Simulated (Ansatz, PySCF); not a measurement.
System: hydroxysilane, sum formula H$_{4}$SiO (charge 0, singlet). SMILES: O[SiH3]
Geometry: optimised at B3LYP-D3(BJ)/def2-TZVP (Ansatz, an electronic-structure program).

PBE beside other levels, property by property. Cores are frozen in the correlated levels unless marked. Open shells are spin-unrestricted. Spin-orbit coupling is left out. No relativistic terms. Basis-set limits of correlation are two-point, X^-3; Hartree-Fock from the larger set (for Q and 5 zeta extrapolated as (X+1)exp(-9√X)). [CCSD(T)-MP2]/basis is that difference in the basis named. Rows marked 298 K are enthalpies with B3LYP-D3(BJ) harmonic zero-point and thermal terms from PySCF. Atomisation energies are electronic, to ground-state atoms; the column to compare with has the core term from cc-pwCVTZ added, other frozen-core levels have none. The coupled-cluster column (Ansatz) is a level with limits of its own: (a) RI-MP2/CBS(aug-cc-pV(T+d)Z,aug-cc-pV(Q+d)Z)+[CCSD(T)-MP2]/aug-cc-pV(T+d)Z; (b) CCSD(T)/CBS(def2-TZVPPD,def2-QZVPPD); (c) CCSD(T)/CBS(cc-pV(Q+d)Z,cc-pV(5+d)Z).

```csv
property,B3LYP-D3(BJ)/def2-TZVPD (Ansatz + dftd3),wB97M-V/def2-TZVPD (Ansatz),B2PLYP-D3(BJ)/def2-TZVPD (Ansatz + dftd3),coupled cluster
"H-O bond dissociation enthalpy, 298 K, to [O][SiH3] + H atom (kcal/mol)",113.8,116.5,115.8,120.2 (a)
"O-Si bond dissociation enthalpy, 298 K, to [SiH3] (SiH3) + [OH] (HO) (kcal/mol)",118.2,123.0,120.9,124.0 (b)
atomisation energy (kcal/mol),459.8,460.8,455.3,463.7 (c)
```

**Question.** What does PBE/def2-TZVPD (Ansatz) give for each property, and on which side of coupled cluster does it fall?

**Answer.** 
- H-O bond dissociation enthalpy, 298 K, to [O][SiH3] + H atom: PBE lies 8.3 kcal/mol below coupled cluster; PBE gives 111.9 kcal/mol.
- O-Si bond dissociation enthalpy, 298 K, to [SiH3] (SiH3) + [OH] (HO): PBE lies 5.6 kcal/mol below coupled cluster; PBE gives 118.4 kcal/mol.
- atomisation energy: PBE lies 9.5 kcal/mol below coupled cluster; PBE gives 454.2 kcal/mol.
